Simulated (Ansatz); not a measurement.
Ansatz (a quantum-chemistry and plane-wave program) input file for C₄H₉O₂, SMILES CO[CH]C(C)O, multiplicity 2, PBE/def2-SVPD. Geometry optimised at PBE0-D3(BJ)/def2-SVP. The isomer is the one that the SMILES or the coordinates give; other isomers of the formula were not compared. Other conformers were not sampled.

Ansatz 0.2 input:
```yaml
crystal:
  periodic: [false, false, false]
  atoms:
    - {symbol: C, position_ang: [2.56175406, -0.71766978, 0.02780813]}
    - {symbol: O, position_ang: [1.39243608, -0.12958323, -0.46975708]}
    - {symbol: C, position_ang: [0.24985365, -0.46928577, 0.15523238]}
    - {symbol: C, position_ang: [-0.95941546, 0.28238905, -0.26346119]}
    - {symbol: C, position_ang: [-2.22900191, -0.48668590, 0.07112483]}
    - {symbol: O, position_ang: [-0.95114169, 1.55162285, 0.37609387]}
    - {symbol: H, position_ang: [2.52588061, -1.81870314, -0.05394493]}
    - {symbol: H, position_ang: [2.72844534, -0.44775015, 1.08654531]}
    - {symbol: H, position_ang: [3.40245053, -0.34230443, -0.57014701]}
    - {symbol: H, position_ang: [0.33149136, -0.85154619, 1.18262857]}
    - {symbol: H, position_ang: [-0.88390049, 0.41302815, -1.36246159]}
    - {symbol: H, position_ang: [-3.12216137, 0.08192099, -0.23381290]}
    - {symbol: H, position_ang: [-2.29376294, -0.65543764, 1.15732303]}
    - {symbol: H, position_ang: [-2.25616573, -1.46077081, -0.43928652]}
    - {symbol: H, position_ang: [-1.70177465, 2.05276048, 0.03823660]}
basis:
  gaussian:
    orbitals: def2-SVPD
hamiltonian:
  xc: {name: PBE}
magnetization: {spin_polarized: true, initial_magnetization: 1}
```

Output:

```
WARN ansatz: RAYON_NUM_THREADS=2 ignored (pool sized by the plan → 2); use --threads N
Functional definition: PBE
integrals: 0.13 GiB planned
1622 factors; their error is unknown
mean field: 1.16 GiB planned
mean field evaluation 1: about -8358.1968 eV, gradient 5.3e1 eV
mean field evaluation 2: about -8324.9942 eV, gradient 1.0e2 eV
mean field evaluation 4: about -8371.0328 eV, gradient 7.2e0 eV
mean field evaluation 8: about -8371.2427 eV, gradient 2.7e-1 eV
mean field evaluation 16: about -8371.1469 eV, gradient 1.9e-3 eV
mean field -8371.14694725 eV, -307.6339761441 hartree, gradient 6.0e-5 eV, S^2 0.752666; 0 other end points of the search recorded, 0 dependent functions left out
reference -8371.14700001 eV, -307.6339780833 hartree; 25, 24 occupied and 173, 174 virtual orbitals, 1622 factors
Total energy: -8371.14700001 eV, -307.6339780833 hartree
```

The run converged.
